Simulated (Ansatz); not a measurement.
Reaction (ligand exchange at the Si–N bond): `C=N[Si](O)(F)Cl` + H₂Te → `O[Si](F)(Cl)[TeH]` + `C=N`

Calculated with Ansatz (gas phase, PBE0-D4/def2-TZVP geometries, no zero-point term in ΔE). CCSD(T)/CBS adds triple-zeta CCSD(T) − MP2 to the extrapolated MP2 energy (def2 sets, frozen cores). This one scheme is used for every species. Functionals use def2-TZVPP. HSE06 is defined as in plane-wave codes. def2 core potentials past Kr. For Te outer-core shells are correlated without core-valence functions, which leaves a few kJ/mol of doubt a bond. Each species was taken in one conformer, which may not be the lowest.

Question: Is it downhill or uphill in electronic energy at CCSD(T)/CBS, and by how much? (Estimate.)

Answer: Computed: Nearly level: ΔE = -0.3 kcal/mol.

Question: What do these levels give: BLYP-D4, r2SCANh-D4, HSE06-D4, BHLYP-D4, ωB97X-V, revPBE, HSE06, RPA@PBE/def2-TZVPP, CCSD(T)/def2-SVP, SCS-MP2/def2-TZVPP, SCS-MP2/def2-QZVPP, CCSD/CBS(def2)? (Best estimate.)

Answer: The calculation gave: BLYP-D4 0.5, r2SCANh-D4 0.7, HSE06-D4 -1.0, BHLYP-D4 1.9, ωB97X-V 1.1, revPBE -2.2, HSE06 -0.7, RPA@PBE/def2-TZVPP 1.8, CCSD(T)/def2-SVP 2.4, SCS-MP2/def2-TZVPP 1.3, SCS-MP2/def2-QZVPP 0.4, CCSD/CBS(def2) 0.4 kcal/mol.

Largest T1 diagnostic among the species: 0.012.

From PBE to PBE0 (25 % exact exchange), in def2-TZVPP and without D4, ΔE moves by +1.1 kcal/mol. Leaving LDA and LC-ωPBE aside and taking each functional with its dispersion term where it has one, the values, not all of them listed here, spread over 4.8 kcal/mol, from PBE-D4 to CAM-B3LYP-D4. LDA lies +2.0 kcal/mol from PBE without D4.
